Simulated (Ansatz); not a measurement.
Species: SiCl$_{2}$, charge 0, singlet. SiCl2 (SMILES [Si](Cl)Cl).
B3LYP-D3(BJ)/def2-TZVP minimum from Ansatz (a quantum-chemistry and plane-wave program):
```xyz
3

Si    -0.0165     0.0173     0.9364
Cl     1.0611     1.2272    -0.3899
Cl    -1.0475    -1.2415    -0.3813
```

Hartree-Fock and CCSD correlation energies in hartree (Ansatz). Radicals and triplets start from unrestricted determinants; spin-orbit coupling is neglected. Correlated methods leave the cores frozen. No relativity. The restricted determinant of Cl2Si (Cl[Si]Cl, singlet) is unstable towards broken spin symmetry in at least one set run.

```tsv
basis	X	E(HF)	E(corr, CCSD)
cc-pV(T+d)Z	3	-1208.05841	-0.51183
cc-pV(Q+d)Z	4	-1208.06805	-0.55489
cc-pV(5+d)Z	5	-1208.06978	withheld
```

Q: Fit E(corr) = E∞ + A/X³ to X = 3 and 4, predict X = 5, and compare with the run.

A: A = (-0.51183 - (-0.55489))/(1/27 - 1/64) = 2.0110; E∞ = -0.55489 - A/64 = -0.58631; at X = 5, E∞ + A/125 = -0.57022. The run gave -0.56924, 0.98 mEh above the prediction. The same form on X = 4 and 5 gives E∞ = -0.58430, 2.02 mEh above the first estimate.
